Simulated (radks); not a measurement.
Task: Valence configurations of Cd I (all share [Kr]). Method: Dirac Kohn-Sham, PBE, spin-unpolarised, spherical densities, finite nucleus; open shells fill j = l - 1/2 first; Fermi nuclear charge, rms radius 4.6087 fm; computed with a radial shooting solver on a logarithmic mesh with Libxc functionals. Order these by energy: 4d8 5s2 5p2; 4d10 5s2; 4d9.5 5s0.5 5p2; 4d9 5s2 5p1; 4d9.5 5s1 5p1.5; 4d9 5s1.5 5p1.5; 4d10 5s1 5p1; 4d9.5 5s2 5p0.5; 4d9 5s1 5p2.

Result: From the lowest, in eV above it: 4d10 5s2 0.000; 4d10 5s1 5p1 4.517; 4d9.5 5s2 5p0.5 5.576; 4d9.5 5s1 5p1.5 10.538; 4d9 5s2 5p1 12.153; 4d9.5 5s0.5 5p2 13.112; 4d9 5s1.5 5p1.5 14.807; 4d9 5s1 5p2 17.518; 4d8 5s2 5p2 28.281. NIST lists [Kr] 4d10 5s2 as the ground configuration; this level of theory agrees among the configurations tried. The energies are those of spherical spin-averaged densities, not of single terms.
